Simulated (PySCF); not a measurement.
Ionisation energy of Te by level of theory

Te [Kr] 4d10 5s2 5p4 (3P) → Te⁺ [Kr] 4d10 5s2 5p3 (4S), as a difference of total energies. Computed with PySCF 2.14 in aug-cc-pwCVDZ-PP with ECP28MDF (6s5p4d1f, 48 functions), with scalar relativity through the core potential. Correlated levels: valence: 4s2 4p6 4d10 frozen; valence and next inner shell: nothing frozen outside the core potential. The calculations carry no spin-orbit coupling.

| method | ionisation energy (eV) |
| --- | --- |
| UHF | 7.703 |
| LDA | 8.987 |
| PBE | 8.705 |
| PBE0 | 8.705 |
| r2SCAN | 8.728 |
| BP86 | 8.910 |
| wB97M-V | 8.716 |
| M06 | 8.734 |
| M06-L | 8.672 |
| MP2 (valence) | 8.131 |
| SCS-MP2 (valence) | 8.152 |
| MP2 (valence and next inner shell) | 8.175 |
| SCS-MP2 (valence and next inner shell) | 8.170 |

Problem. How much does correlation contribute at MP2 (valence and next inner shell)?

Solution. 8.175 − (7.703) = 0.472 eV, measured against UHF.

Errors of the correlated levels include the incompleteness of this basis and the frozen core.

For comparison: 8.749 eV (measured; NIST levels, between the centres of gravity of the two terms).
